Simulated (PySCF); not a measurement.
Species: C2H5ClGeO2.
Z-matrix (Å and degrees, PBE0-D3(BJ)/def2-SVP geometry), rows numbered from 1:
```
Cl
Ge  1  2.1427
O   2  1.7752  1  111.89
C   3  1.4173  2  106.96  1   -94.38
C   4  1.5330  3  108.53  2   -33.82
O   5  1.4174  4  109.10  3    38.27
H   2  1.5234  1  109.45  3   127.37
H   4  1.1009  3  108.82  2  -154.86
H   4  1.1067  3  109.94  2    86.94
H   5  1.1061  4  110.16  3   -82.09
H   5  1.1016  4  110.89  3   158.31
```

Level of theory: PBE0-D3(BJ)/def2-SVP geometry optimisation, gas phase in PySCF.

Masses are those of the commonest isotopes; rigid-rotor values at the optimised geometry. The values belong to one conformer with, in the numbering `[Cl:1][GeH:2]1[O:3][CH2:4][CH2:5][O:6]1`, Cl1–Ge2–O3–C4 -94°, Ge2–O3–C4–C5 -34°, O3–C4–C5–O6 38°, C4–C5–O6–Ge2 -24°.

(1) Give the principal moments of inertia and the rotational constants in MHz.

(2) Classify the top.

(3) Is it planar, by Δ = Ic − Ia − Ib?

(4) Give the coordinates in the principal-axis frame, origin at the centre of mass.

(5) Which lines would a microwave search look for?

Results:

(1) Ia = 129.66, Ib = 340.10, Ic = 354.68 u·Å²; 505379 MHz·u·Å²/I gives A = 3898, B = 1486, C = 1425 MHz.

(2) A near-prolate asymmetric top; Ray's κ = -0.951.

(3) Not planar: Δ = Ic − Ia − Ib = -115.08 u·Å². For a rigid frame Δ = −2 Σ m c², so Σ m c² = 57.54 u·Å² lies off the ab plane: 9.47 from hydrogen and 48.08 from heavier atoms. The atom farthest from that plane is 1.97 Å away.

(4) The sense of each axis is arbitrary; atoms in the order of the calculation.
```tsv
atom	mass (u)	a (Å)	b (Å)	c (Å)
Cl1	34.969	1.980	0.120	0.653
Ge2	73.921	0.206	-0.113	-0.525
O3	15.995	-0.900	1.262	-0.334
C4	12.000	-1.828	0.909	0.678
C5	12.000	-2.091	-0.599	0.593
O6	15.995	-0.879	-1.264	0.281
H7	1.008	0.591	-0.403	-1.970
H8	1.008	-2.755	1.483	0.526
H9	1.008	-1.420	1.173	1.672
H10	1.008	-2.843	-0.811	-0.191
H11	1.008	-2.476	-0.985	1.550
```

(5) The dipole components are |μa| = 1.62 D, |μb| = 0.07 D, |μc| = 0.58 D. Intensities carry the squares of the components, which stand as 1.00 : 0.00 : 0.13 (a : b : c). Some lines, for components of 0.1 D or more:

```csv
type,branch,"J(Ka,Kc)",MHz,lower level (cm⁻¹)
a,Q,"3(1,2) ← 3(1,3)",366,0.658
c,Q,"5(2,4) ← 5(1,4)",6873,1.553
c,Q,"2(2,1) ← 2(1,1)",7235,0.376
a,R,"3(2,2) ← 2(2,1)",8733,0.617
a,R,"4(3,1) ← 3(3,0)",11646,1.316
c,R,"2(2,1) ← 1(1,1)",13179,0.178
a,R,"5(1,5) ← 4(1,4)",14397,1.042
a,R,"5(4,1) ← 4(4,0)",14557,2.274
c,R,"4(2,2) ← 3(1,2)",18804,0.670
c,R,"5(3,3) ← 4(2,3)",26773,1.297
c,R,"4(4,1) ← 3(3,1)",28739,1.316
c,R,"5(5,0) ← 4(4,0)",36534,2.274
```

No PBE0-D3(BJ)/def2-SVP frequencies stand behind this structure, so it isn't proved a minimum. Constants of a rigid frame at the computed geometry: no zero-point averaging, no centrifugal distortion. Quadrupole hyperfine structure (35Cl) is left out.
